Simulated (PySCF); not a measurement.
Numbering as in the mapped SMILES `[CH:1]#[C:2][C:3]1=[CH:4][SiH2:5][C:6]([C:7]#[N:8])=[CH:9]1`. Hydrogens are named by the atom that carries them.

- coordinates at the GFN2-xTB level
- PBE0/pcSseg-1 with gauge-including orbitals
- program: PySCF 2.14.0 with density-fitted response routines
- no solvent model, one averaged value for each set of equivalent atoms, single conformer, relativity neglected

Referencing at the same level of theory: ¹³C (186.93 ppm) vs TMS.

Do the ¹³C shifts follow the atomic charges (in e)? Tabulate both.

Answers


| atoms | hybridisation | δ (ppm) | σ para (ppm) | Hirshfeld | IAO | Mulliken | ESP-fitted |
| --- | --- | --- | --- | --- | --- | --- | --- |
| C9 | sp2 | 169.3 | -231 | -0.00 | -0.09 | +0.07 | -0.11 |
| C3 | sp2 | 148.1 | -222 | +0.01 | +0.00 | -0.35 | +0.33 |
| C4 | sp2 | 147.3 | -214 | -0.12 | -0.41 | -0.28 | -0.52 |
| C7 | sp | 122.4 | -191 | +0.06 | +0.14 | +0.15 | +0.48 |
| C6 | sp2 | 119.2 | -193 | -0.08 | -0.31 | -0.44 | -0.38 |
| C1 | sp | 93.8 | -167 | -0.09 | -0.21 | -0.37 | -0.33 |
| C2 | sp | 85.7 | -142 | -0.04 | -0.03 | +0.50 | -0.12 |

Correlation coefficients of δ with charge over these carbons: Hirshfeld +0.20, IAO -0.07, Mulliken -0.25, ESP-fitted +0.12; with the paramagnetic shielding -0.98. Among the 4 sp2 carbons alone: Hirshfeld +0.48, IAO +0.50, Mulliken +0.89, ESP-fitted +0.33. With so few points, grouped by hybridisation, these coefficients are fragile. Charge is one influence among several: hybridisation and low-lying excitations act through the paramagnetic term.

Shifts are as computed. Against solution values, carbons near 30 ppm lie about +3 ppm off and those near 130 ppm about +5 ppm. Of 1309 compounds with measured shifts, 239 miss one by over three times the rms of a fit or turn the order of signals round; such compounds aren't used in these exercises.
